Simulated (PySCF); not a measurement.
BrH₃SeSi.

```xyz
6

Se     0.8771    -0.5500     0.0000
Br    -0.3374     1.4819     0.0000
Si    -0.9960    -1.8964     0.0000
H     -0.4240    -3.2887     0.0000
H     -1.8220    -1.6640    -1.2313
H     -1.8220    -1.6640     1.2313
```
Charge 0, spin multiplicity 1.

Geometry: PBE-D3(BJ)/def2-SVP. The structure was generated by enumeration, and PubChem lists no compound with its InChIKey, so it may never have been made.

Computed with B3LYP/pcSseg-1 (PySCF). Non-relativistic, no solvent.

Computed absolute GIAO shielding of each atom: isotropic value and principal components (ppm):
| atom | σ(iso) | σ11 | σ22 | σ33 | span |
|---|---|---|---|---|---|
| Se1 | 1054.1 | -371.3 | 997.1 | 2536.5 | 2907.9 |
| Br2 | 2401.7 | 1764.5 | 2368.0 | 3072.6 | 1308.2 |
| Si3 | 377.1 | 318.6 | 369.7 | 443.0 | 124.4 |
| H4 | 26.4 | 22.7 | 23.6 | 32.8 | 10.1 |
| H5 | 26.4 | 22.4 | 24.7 | 32.1 | 9.8 |
| H6 | 26.4 | 22.4 | 24.7 | 32.1 | 9.8 |
